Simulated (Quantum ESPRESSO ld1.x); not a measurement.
Question: Pb3+, 79 electrons, occupied as [Xe] 4f14 5d10 6s1 (the NIST ground configuration). All-electron calculation, scalar-relativistic Kohn-Sham, LDA (Slater exchange, Perdew-Zunger correlation), spin-polarised, spherical densities, point nucleus; open shells are filled with parallel spins first. Program: ld1.x of Quantum ESPRESSO 7.5. Some entries of the table are withheld. Estimate them.

| orbital | occ. | eigenvalue (Ry) | <r^2> (bohr^2) |
|---|---|---|---|
| 1s up | 1 | -6475.12 | 0.0003574 |
| 1s down | 1 | -6475.12 | 0.0003574 |
| 2s up | 1 | -1159.99 | 0.005424 |
| 2s down | 1 | -1159.98 | 0.005424 |
| 2p up | 3 | -995.530 | 0.004620 |
| 2p down | 3 | -995.529 | 0.004620 |
| 3s up | 1 | -280.047 | 0.03490 |
| 3s down | 1 | -280.046 | 0.03490 |
| 3p up | 3 | -232.908 | 0.03615 |
| 3p down | 3 | -232.906 | 0.03615 |
| 3d up | 5 | -184.790 | 0.02994 |
| 3d down | 5 | -184.789 | 0.02994 |
| 4s up | 1 | -64.9923 | 0.1668 |
| 4s down | 1 | -64.9901 | 0.1668 |
| 4p up | 3 | -49.5426 | 0.1912 |
| 4p down | 3 | -49.5402 | 0.1912 |
| 4d up | 5 | -31.6688 | 0.2146 |
| 4d down | 5 | -31.6661 | 0.2146 |
| 5s up | 1 | -12.7352 | 0.8142 |
| 5s down | 1 | -12.7296 | 0.8136 |
| 4f up | 7 | -11.9201 | 0.2467 |
| 4f down | 7 | -11.9171 | 0.2466 |
| 5p up | 3 | -8.43684 | 1.074 |
| 5p down | 3 | -8.42821 | 1.071 |
| 5d up | 5 | -3.66225 | 1.894 |
| 5d down | 5 | -3.63849 | 1.873 |
| 6s up | 1 | (1) | 4.844 |
| 6s down | 0 | (2) | 4.847 |

Answer: 
(1) 6s up eigenvalue (Ry): -2.81925
(2) 6s down eigenvalue (Ry): -2.75784
